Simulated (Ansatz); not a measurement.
A geometry relaxed with r2SCAN-D4/def2-SVP (Ansatz, an electronic-structure program), charge 0, multiplicity 1:

```xyz
18

B     -2.5106     1.1405     1.0342
C      3.3765    -0.4021    -0.0748
H      2.8787     1.0044     1.5008
H      4.4642    -0.4607    -0.0165
S      2.5450    -1.3500    -1.2735
C     -0.2498    -1.0654    -1.2668
C     -1.2789     0.4656     0.3924
C     -2.6564    -0.8106    -1.2502
C      2.5366     0.3479     0.6985
H     -3.6256     0.9127     0.6398
H     -2.3353     1.9108     1.9485
C     -1.3798    -0.4650    -0.7005
C      1.0062    -0.7410    -0.7440
H     -0.3562    -1.7686    -2.0962
H      0.0995     1.4655     1.7140
C      0.0027     0.7598     0.8830
C      1.1584     0.1746     0.3373
N     -3.6751    -1.1185    -1.7262
```

**Question.** Write the SMILES of this molecule.

**Answer.** `Bc1cc2ccsc2cc1C#N`
